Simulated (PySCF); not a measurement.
Computed structure and properties of [La(H2O)7]3+

System: [La(H2O)7]3+ (singlet); start: template (C2v). Method: PySCF 2.14.0, RKS r2SCAN, La lcecp-1-SVP with ECP46, O def2-SVP, H def2-SVP; non-relativistic Hamiltonian with scalar-relativistic core potentials where named; density fitting; no spin-orbit coupling.

Input of the relaxation:

```python
mol = gto.M(atom='''
La    -0.00000    -0.00000    -0.00000
O     -0.00000     0.00000     2.58000
H      0.77000     0.00000     3.17000
H     -0.77000     0.00000     3.17000
O     -0.00000    -0.00000    -2.58000
H      0.77000    -0.00000    -3.17000
H     -0.77000    -0.00000    -3.17000
O      2.58000    -0.00000    -0.00000
H      3.17000     0.00000     0.77000
H      3.17000    -0.00000    -0.77000
O      0.79730     2.45370    -0.00000
H      0.97960     3.01480     0.77000
H      0.97960     3.01480    -0.77000
O     -2.08730     1.51650    -0.00000
H     -2.56460     1.86330     0.77000
H     -2.56460     1.86330    -0.77000
O     -2.08730    -1.51650     0.00000
H     -2.56460    -1.86330     0.77000
H     -2.56460    -1.86330    -0.77000
O      0.79730    -2.45370     0.00000
H      0.97960    -3.01480     0.77000
H      0.97960    -3.01480    -0.77000''',
    basis={'La': 'lcecp-1-SVP', 'O': 'def2-SVP', 'H': 'def2-SVP'},
    ecp={'La': 'lcecp-1-SVP'},
    charge=3, spin=0)
mf = dft.RKS(mol, xc='R2SCAN')
mf.grids.atom_grid = (50, 194)  # f atoms: unpruned, at least (60, 302)
mf = mf.density_fit()  # fitting sets: La AutoAux, O def2-universal-JKFIT, H def2-universal-JKFIT
mf.conv_tol = 1e-08; mf.max_cycle = 55
mf.kernel(dm0)  # dm0: converged density of the start geometry
# quasi-Newton relaxation in Cartesian coordinates to a largest gradient under 0.00045 Eh/bohr, steps kept in the point group
```

Run from Python with OMP_NUM_THREADS=4; the lines above give its settings. Where DIIS fails, smearing, a level shift and second-order steps follow.
It took 80 s on 4 threads of Arm Neoverse V2, with other jobs on the host, from the converged density of the start.

Course of the relaxation:

| step | energy above end (eV) | largest force component within the symmetry (eV/Å) |
| --- | --- | --- |
| 0 | 0.0403 | 0.800 |
| 1 | 0.0070 | 0.184 |
| 2 | 0.0016 | 0.047 |
| 3 | 0.0006 | 0.049 |
| 4 | -0.0001 | 0.021 |
| 5 | 0.0000 | 0.007 |

Relaxed geometry (C2v):

```xyz
22

La   -0.0016    0.0000    0.0000
O    -0.0021    0.0000    2.5480
H     0.7618    0.0000    3.1585
H    -0.7663    0.0000    3.1581
O    -0.0021    0.0000   -2.5480
H     0.7618    0.0000   -3.1585
H    -0.7663    0.0000   -3.1581
O     2.5901    0.0000    0.0000
H     3.1987    0.0000    0.7622
H     3.1987    0.0000   -0.7622
O     0.7959    2.4509    0.0000
H     0.9662    3.0304    0.7658
H     0.9662    3.0304   -0.7658
O    -2.0889    1.5293    0.0000
H    -2.5629    1.9082    0.7637
H    -2.5629    1.9082   -0.7637
O    -2.0889   -1.5293    0.0000
H    -2.5629   -1.9082    0.7637
H    -2.5629   -1.9082   -0.7637
O     0.7959   -2.4509    0.0000
H     0.9662   -3.0304    0.7658
H     0.9662   -3.0304   -0.7658
```

```tsv
contact	Å
La1–O2 (H2O)	2.548
La1–O5 (H2O)	2.548
La1–O8 (H2O)	2.592
La1–O11 (H2O)	2.577
La1–O14 (H2O)	2.588
La1–O17 (H2O)	2.588
La1–O20 (H2O)	2.577
```

On the finer grid (75, 302):

The HOMO is -19.18 eV, the LUMO is -13.57 eV and the dipole about the centre of mass is 0.00 D. The set of Mulliken populations of La1 outside the core potential is s 2.20, p 6.36, d 1.05, f 0.06 and the D3(BJ) dispersion energy (not in the energies) is -0.140 eV.

```csv
atom,Mulliken (e),Löwdin (e),spin (e)
La1,1.33,0.98,0.00
O2,-0.34,-0.04,0.00
H3,0.29,0.17,0.00
H4,0.29,0.17,0.00
O5,-0.34,-0.04,0.00
H6,0.29,0.17,0.00
H7,0.29,0.17,0.00
O8,-0.33,-0.04,0.00
H9,0.28,0.16,0.00
H10,0.28,0.16,0.00
O11,-0.33,-0.04,0.00
H12,0.28,0.16,0.00
H13,0.28,0.16,0.00
O14,-0.33,-0.04,0.00
H15,0.28,0.16,0.00
H16,0.28,0.16,0.00
O17,-0.33,-0.04,0.00
H18,0.28,0.16,0.00
H19,0.28,0.16,0.00
O20,-0.33,-0.04,0.00
H21,0.28,0.16,0.00
H22,0.28,0.16,0.00
```

The large-core potential holds the 4f shell empty.

No frequency check is given for this geometry.

Taking off one H2O (charge 0, singlet; the rest: singlet) in vacuum, both parts rigid, costs 2.31 eV; the small basis without counterpoise inflates it. Parting with an electron moved from the ligand to the metal can be far cheaper, even downhill.

Rigid scan of H2O along the line from its metal:

| distance to O2 (Å) | energy (eV) |
| --- | --- |
| 2.25 | 0.345 |
| 2.35 | 0.126 |
| 2.45 | 0.023 |
| 2.55 | 0.000 |
| 2.65 | 0.029 |
| 2.75 | 0.092 |
| 2.95 | 0.269 |

One start shape was tried, so this needn't be the lowest isomer.
